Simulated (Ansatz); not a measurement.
Two structures of MgH₃ClO₃, closed shell, reached by relaxing down either side of one saddle point (PBE0-D4/def2-TZVP). Energies are electronic, without zero-point energy. Program: Ansatz 0.2.0. Basis: def2-TZVPP and def2-QZVPP. Cores are frozen in the correlated methods. The outer core shell of Li, Na, Mg and K is correlated. The def2 sets are not built for correlating such inner shells, so the correlated values are less sure here. Extrapolation: Hartree–Fock as exp(−7.88 √X), correlation as X^−2.97. First:

Mg1  (-0.741, -0.089, -0.878)
O2  (1.083, -0.229, -0.975)
Cl3  (-2.789, 0.192, -1.607)
H4  (1.242, -0.113, 0.598)
O5  (0.854, -0.041, 1.534)
O6  (-0.534, -0.008, 1.165)
H7  (1.784, -0.365, -1.603)
H8  (-0.898, 0.653, 1.765)
(Å)

Second:

Mg1  (-0.637, 0.429, -0.250)
O2  (1.145, -0.205, -1.001)
Cl3  (-2.077, 0.220, -1.915)
H4  (1.903, -0.311, -0.418)
O5  (-0.065, 1.121, 1.418)
O6  (-0.441, -0.303, 1.639)
H7  (1.280, -0.716, -1.803)
H8  (-1.108, -0.234, 2.329)
(Å)

Which bonds change from the first to the second?

MgH₃ClO₃ ([OH][OH][Mg]([OH])[Cl]) → MgH₃ClO₃ ([OH2][Mg]1([Cl])[O][OH]1); bonds formed: Mg1–O5, O2–H4; bonds broken: H4–O5; bonds weakened to dative contacts: Mg1–O2.

Give the saddle point's structure and its height above each. (To be estimated.)

By the calculation: 0.198 eV above the first and 0.305 eV above the second (CCSD(T) at an estimated basis limit (MP2 extrapolated from triple and quadruple zeta, plus CCSD(T) − MP2 in triple zeta)).
```
8
angstrom
Mg -0.6506 0.1680 -0.7058
O 1.1873 -0.2394 -0.9869
Cl -2.6302 0.5847 -1.5461
H 1.1487 0.2009 0.2012
O 0.4852 0.7121 1.0184
O -0.3993 -0.4207 1.2800
H 1.7913 -0.9197 -1.2723
H -0.9322 -0.0858 2.0114
```

T1 diagnostic: at most 0.012.

Labels in which every atom is bracketed show which atoms are joined, not bond orders.

For scale, one of the runs: CCSD(T)/def2-TZVPP, 209 basis functions, launched by `ansatz run in.yaml --threads 4 --pin off --events-out ev --progress --plain --max-ram 9574MiB`. Hardware: 4 CPU threads of a Oxide Virtual Turin-like, shared host. Wall time 2.3 min; peak host memory 3.3 GiB.
